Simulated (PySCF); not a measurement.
PySCF input file for diphosphane (H4P2), SMILES PP, TDA-PBE/def2-TZVPD. Geometry: TPSSh-D3(BJ)/def2-TZVP.

```python
import numpy as np
from pyscf import gto, scf, dft, tdscf

mol = gto.M(
    atom='''
    P    -1.11194436   -0.13097052    0.00000000
    P     1.11194436    0.13097052   -0.00000000
    H    -1.31433083    0.83102329    1.02347271
    H    -1.31433082    0.83102325   -1.02347275
    H     1.31433082   -0.83102325    1.02347275
    H     1.31433083   -0.83102329   -1.02347271
    ''',
    basis='def2-TZVPD',
    charge=0,
    spin=0,
    symmetry=True,
    max_memory=1600,
    verbose=4,
)
mf = dft.RKS(mol, xc='pbe').density_fit(auxbasis='def2-universal-jkfit')
mf.grids.level = 3
mf.conv_tol = 1e-9
mf.max_cycle = 100
mf.kernel()
mf.grids = dft.Grids(mol).set(level=1).build(with_non0tab=True)  # coarser grid for the response kernel
td = tdscf.TDA(mf)
td.singlet = True
td.nstates = 10
td.conv_tol = 1e-4
td.positive_eig_threshold = 1e-6
td.kernel(x0=td.get_init_guess(mf, 15))
td.analyze()
tt = tdscf.TDA(mf)
tt.singlet = False
tt.nstates = 4
tt.conv_tol = 1e-4
tt.positive_eig_threshold = 1e-6
tt.kernel(x0=tt.get_init_guess(mf, 9))
tt.analyze(verbose=3)
```

Output:

```
PySCF version 2.14.0

[INPUT] verbose = 4
[INPUT] num. atoms = 6
[INPUT] num. electrons = 34
[INPUT] charge = 0
[INPUT] spin (= nelec alpha-beta = 2S) = 0
[INPUT] symmetry True subgroup None
[INPUT] Mole.unit = angstrom
[INPUT] Symbol           X                Y                Z      unit          X                Y                Z       unit  Magmom
[INPUT]  1 P     -1.111944360000  -0.130970520000   0.000000000000 AA   -2.101270306155  -0.247498413192   0.000000000000 Bohr   0.0
[INPUT]  2 P      1.111944360000   0.130970520000   0.000000000000 AA    2.101270306155   0.247498413192   0.000000000000 Bohr   0.0
[INPUT]  3 H     -1.314330830000   0.831023290000   1.023472710000 AA   -2.483725305772   1.570406421235   1.934083117866 Bohr   0.0
[INPUT]  4 H     -1.314330820000   0.831023250000  -1.023472750000 AA   -2.483725286875   1.570406345646  -1.934083193455 Bohr   0.0
[INPUT]  5 H      1.314330820000  -0.831023250000   1.023472750000 AA    2.483725286875  -1.570406345646   1.934083193455 Bohr   0.0
[INPUT]  6 H      1.314330830000  -0.831023290000  -1.023472710000 AA    2.483725305772  -1.570406421235  -1.934083117866 Bohr   0.0

nuclear repulsion = 88.3392046913333
point group symmetry = C2h
symmetry origin: [ 0.00000000e+00 -6.53072367e-18  0.00000000e+00]
symmetry axis x: [ 1.00000000e+00 -1.69439840e-09  2.12689593e-09]
symmetry axis y: [ 1.69439844e-09  1.00000000e+00 -1.68632509e-08]
symmetry axis z: [-2.12689590e-09  1.68632508e-08  1.00000000e+00]
num. orbitals of irrep Ag = 38
num. orbitals of irrep Bg = 23
num. orbitals of irrep Au = 23
num. orbitals of irrep Bu = 38
number of shells = 50
number of NR pGTOs = 182
number of NR cGTOs = 122
basis = def2-TZVPD
ecp = {}


******** <class 'pyscf.df.df_jk.DFSymAdaptedRKS'> ********
method = DFSymAdaptedRKS
initial guess = minao
damping factor = 0
level_shift factor = 0
DIIS = <class 'pyscf.scf.diis.CDIIS'>
diis_start_cycle = 1
diis_space = 8
diis_damp = 0
SCF conv_tol = 1e-09
SCF conv_tol_grad = None
SCF max_cycles = 100
direct_scf = False
XC library pyscf.dft.libxc version 7.1.2
    S. Lehtola, C. Steigemann, M. J. T. Oliveira, and M. A. L. Marques,  SoftwareX 7, 1–5 (2018)
XC functionals = pbe
    J. P. Perdew, K. Burke, and M. Ernzerhof,  Phys. Rev. Lett. 77, 3865 (1996)
    J. P. Perdew, K. Burke, and M. Ernzerhof,  Phys. Rev. Lett. 78, 1396 (1997)
    J. P. Perdew, K. Burke, and M. Ernzerhof,  Phys. Rev. Lett. 77, 3865 (1996)
    J. P. Perdew, K. Burke, and M. Ernzerhof,  Phys. Rev. Lett. 78, 1396 (1997)
radial grids:
    Treutler-Ahlrichs [JCP 102, 346 (1995); DOI:10.1063/1.469408] (M4) radial grids

becke partition: Becke, JCP 88, 2547 (1988); DOI:10.1063/1.454033
pruning grids: <function nwchem_prune>
grids dens level: 3
symmetrized grids: True
atomic radii adjust function: <function treutler_atomic_radii_adjust>
small_rho_cutoff = 0
Freeze 0 electrons in irreps []
    34 free electrons in irreps Ag Bg Au Bu
Set gradient conv threshold to 3.16228e-05
Initial guess from minao.
tot grids = 77592
init E= -684.685050608209
HOMO (Ag) = -0.254513717848935  LUMO (Bu) = -0.0751449856156015  gap/eV = 4.88087
cycle= 1 E= -684.787760696649  delta_E= -0.103  |g|= 0.18  |ddm|= 1.67
HOMO (Ag) = -0.192602427341058  LUMO (Bu) = -0.0263351670571783  gap/eV = 4.52436
cycle= 2 E= -684.78934085475  delta_E= -0.00158  |g|= 0.126  |ddm|= 0.36
HOMO (Ag) = -0.219372696966525  LUMO (Bu) = -0.0489802803558703  gap/eV = 4.63661
cycle= 3 E= -684.794324230119  delta_E= -0.00498  |g|= 0.0638  |ddm|= 0.219
HOMO (Ag) = -0.215544907831218  LUMO (Bu) = -0.0453570383212281  gap/eV = 4.63105
cycle= 4 E= -684.795370512105  delta_E= -0.00105  |g|= 0.00682  |ddm|= 0.0596
HOMO (Ag) = -0.215368789935029  LUMO (Bu) = -0.0450697330524594  gap/eV = 4.63407
cycle= 5 E= -684.795385467274  delta_E= -1.5e-05  |g|= 0.00116  |ddm|= 0.00749
HOMO (Ag) = -0.215504794281907  LUMO (Bu) = -0.0451666017031656  gap/eV = 4.63514
cycle= 6 E= -684.795385847455  delta_E= -3.8e-07  |g|= 0.000202  |ddm|= 0.00137
HOMO (Ag) = -0.215480630705885  LUMO (Bu) = -0.0451577631358493  gap/eV = 4.63472
cycle= 7 E= -684.795385861038  delta_E= -1.36e-08  |g|= 2.99e-05  |ddm|= 0.000217
HOMO (Ag) = -0.215480590696503  LUMO (Bu) = -0.0451578449602632  gap/eV = 4.63472
cycle= 8 E= -684.795385861365  delta_E= -3.27e-10  |g|= 2.94e-06  |ddm|= 2.81e-05
HOMO (Ag) = -0.215480830710424  LUMO (Bu) = -0.0451579109271965  gap/eV = 4.63472
Extra cycle  E= -684.79538586137  delta_E= -5.34e-12  |g|= 2.04e-06  |ddm|= 5.07e-06
converged SCF energy = -684.79538586137
tot grids = 22712
Overwritten attributes  positive_eig_threshold  of <class 'pyscf.tdscf.rks.TDA'>


******** <class 'pyscf.tdscf.rks.TDA'> for <class 'pyscf.df.df_jk.DFSymAdaptedRKS'> ********
nstates = 10 singlet
deg_eia_thresh = 1.000e-03
wfnsym = None
conv_tol = 0.0001
eigh lindep = 1e-12
eigh level_shift = 0
eigh max_cycle = 100


Excitation energies (eV)
[5.16809875 5.29993358 5.68496228 5.75042022 6.62287155 7.03620607
 7.10189615 7.33564721 7.67081106 7.6819353 ]

** Singlet excitation energies and oscillator strengths **
Excited State   1:   Ag      5.16810 eV    239.90 nm  f=0.0000
      17 -> 19       -0.70360
Excited State   2:   Bu      5.29993 eV    233.94 nm  f=0.2022
      15 -> 18        0.13746
      17 -> 18       -0.66426
      17 -> 22       -0.16110
Excited State   3:   Bg      5.68496 eV    218.09 nm  f=0.0000
      16 -> 21       -0.11571
      17 -> 20       -0.69238
Excited State   4:   Au      5.75042 eV    215.61 nm  f=0.0160
      17 -> 21       -0.69507
Excited State   5:   Bu      6.62287 eV    187.21 nm  f=0.0235
      15 -> 18       -0.16801
      16 -> 19        0.12328
      17 -> 18        0.10713
      17 -> 22       -0.66020
Excited State   6:   Ag      7.03621 eV    176.21 nm  f=0.0000
      16 -> 18       -0.67897
      17 -> 24        0.15314
Excited State   7:   Ag      7.10190 eV    174.58 nm  f=0.0000
      17 -> 23        0.70425
Excited State   8:   Bu      7.33565 eV    169.02 nm  f=0.1126
      16 -> 19        0.68295
      17 -> 22        0.10976
Excited State   9:   Au      7.67081 eV    161.63 nm  f=0.0142
      15 -> 21       -0.12670
      16 -> 20        0.50415
      17 -> 25       -0.44121
      17 -> 27       -0.14739
Excited State  10:   Ag      7.68194 eV    161.40 nm  f=0.0000
      14 -> 20        0.10953
      15 -> 19        0.14978
      16 -> 18        0.11461
      17 -> 24        0.65570

** Transition electric dipole moments (AU) **
state          X           Y           Z        Dip. S.      Osc.
  1        -0.0000     -0.0000     -0.0000      0.0000      0.0000
  2        -1.2014     -0.3372     -0.0000      1.5571      0.2022
  3         0.0000      0.0000     -0.0000      0.0000      0.0000
  4        -0.0000      0.0000      0.3367      0.1134      0.0160
  5         0.2748     -0.2632      0.0000      0.1448      0.0235
  6         0.0000     -0.0000      0.0000      0.0000      0.0000
  7         0.0000      0.0000     -0.0000      0.0000      0.0000
  8        -0.0655      0.7886     -0.0000      0.6263      0.1126
  9         0.0000     -0.0000      0.2748      0.0755      0.0142
 10        -0.0000     -0.0000     -0.0000      0.0000      0.0000

** Transition velocity dipole moments (imaginary part, AU) **
state          X           Y           Z        Dip. S.      Osc.
  1         0.0000      0.0000     -0.0000      0.0000      0.0000
  2        -0.0788     -0.0935      0.0000      0.0149      0.0511
  3         0.0000      0.0000     -0.0000      0.0000      0.0000
  4        -0.0000     -0.0000     -0.0061      0.0000      0.0001
  5        -0.0278     -0.0523      0.0000      0.0035      0.0096
  6         0.0000     -0.0000      0.0000      0.0000      0.0000
  7        -0.0000     -0.0000     -0.0000      0.0000      0.0000
  8         0.0141      0.1595     -0.0000      0.0256      0.0634
  9        -0.0000     -0.0000      0.0256      0.0007      0.0015
 10        -0.0000     -0.0000     -0.0000      0.0000      0.0000

** Transition magnetic dipole moments (imaginary part, AU) **
state          X           Y           Z
  1         0.0000     -0.0000     -1.0497
  2        -0.0000      0.0000      0.0000
  3        -0.5980      1.0628     -0.0000
  4        -0.0000      0.0000     -0.0000
  5         0.0000      0.0000      0.0000
  6         0.0000      0.0000      0.4345
  7        -0.0000      0.0000      0.5552
  8        -0.0000      0.0000     -0.0000
  9         0.0000      0.0000     -0.0000
 10        -0.0000      0.0000     -0.8350


******** <class 'pyscf.tdscf.rks.TDA'> for <class 'pyscf.df.df_jk.DFSymAdaptedRKS'> ********
nstates = 4 triplet
deg_eia_thresh = 1.000e-03
wfnsym = None
conv_tol = 0.0001
eigh lindep = 1e-12
eigh level_shift = 0
eigh max_cycle = 100


Excitation energies (eV)
[4.10123933 4.86381692 4.86772097 5.22901129]

** Triplet excitation energies and oscillator strengths **
Excited State   1:   Bu      4.10124 eV    302.31 nm  f=0.0000
Excited State   2:   Ag      4.86382 eV    254.91 nm  f=0.0000
Excited State   3:   Bg      4.86772 eV    254.71 nm  f=0.0000
Excited State   4:   Au      5.22901 eV    237.11 nm  f=0.0000
```

The calculation finished and met its thresholds.
